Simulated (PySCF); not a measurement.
CaF2, charge +1, doublet, geometry from GFN2-xTB (such geometries of metal compounds can be far from the true shape) (a state made from the parent by changing its charge; the spin is typed, not shown lowest). Base run: B3LYP/6-31G (PySCF).

Here is a job for PySCF.
```python
from pyscf import gto, scf, dft

mol = gto.M(
    atom='''
Ca    0.616942   -0.101181   -0.231655
F    -0.865299    1.211631   -0.701577
F    -0.505683   -0.986784    1.216365
''',
    basis='6-31g',
    charge=1,
    spin=1,
    verbose=4,
)

mf = dft.UKS(mol)
mf.xc = 'b3lyp'
mf.kernel()
mf.analyze()
```

The base run was repeated with changes; each row names its change, and settings that it needs were set with it.

```tsv
change	ΔE vs base (µEh)	grid points	electrons on the grid
base	0.0	48952	36.99999
grids.level = 0	-2175	4600	36.99395
grids.radi_method = mura_knowles	-0.2	46288	36.99999
grids.prune = off	0.0	84360	36.99999
grids.level = 4	0.4	87672	36.99999
grids.radi_method = gauss_chebyshev	0.2	47104	36.99999
grids.atom_grid = (150, 974)	-14.2	230256	37.00000
grids.level = 2	-47.5	36288	37.00010
grids.atom_grid = (75, 302)	-47.5	41600	37.00010
grids.atom_grid = (30, 110)	-9499	7344	36.99964
grids.prune = dft.gen_grid.treutler_prune	0.0	45552	36.99999
```

Open shells are given as the SCF converged; they aren't shown to be the lowest states, and a large step between rows can be another state.
